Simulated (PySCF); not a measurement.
A GIAO shielding run with PySCF 2.14 (density fitting, non-relativistic, gas phase) on `CN(C)[Si@@H](F)C/C=C\F`, C5H11F2NSi:

```
$ OMP_NUM_THREADS=1 python probes_run.py task.json out

{"job": {"kind": "nmr", "xc": "PBE0", "basis": "pcSseg-1"}, "charge": 0, "multiplicity": 1}
C     -1.245131     1.248452    -0.164434
N     -1.140860    -0.190710    -0.073651
C     -2.301941    -0.854670    -0.624435
Si    -0.146944    -0.975125     1.074921
F     -0.022917    -2.491161     0.525014
C      1.604009    -0.223100     1.073043
C      2.157895    -0.146682    -0.304106
C      2.340611     0.965287    -0.991773
F      2.062713     2.185012    -0.474013
H     -1.381284     1.539386    -1.209057
H     -2.099308     1.625882     0.409254
H     -0.341733     1.717286     0.210837
H     -2.164756    -1.930717    -0.583071
H     -2.432870    -0.554750    -1.666722
H     -3.212640    -0.594402    -0.074105
H     -0.645393    -1.162013     2.438318
H      1.603982     0.762380     1.534181
H      2.238678    -0.868409     1.680185
H      2.398168    -1.080961    -0.786454
H      2.724573     1.039695    -1.996968
```

Hardware: 1 thread of an Arm Neoverse V2, shared host. The job also computes population analyses, field gradients.

Question: How large is the calculation?

Answer: 80 electrons, 215 basis functions and 1132 auxiliary functions.

Question: How long does it take, and how much memory does it need?

Answer: 48 s of wall time, with 14 SCF cycles and 4 response iterations; peak memory 1 GiB. Times on a shared host scatter by some tens of per cent.
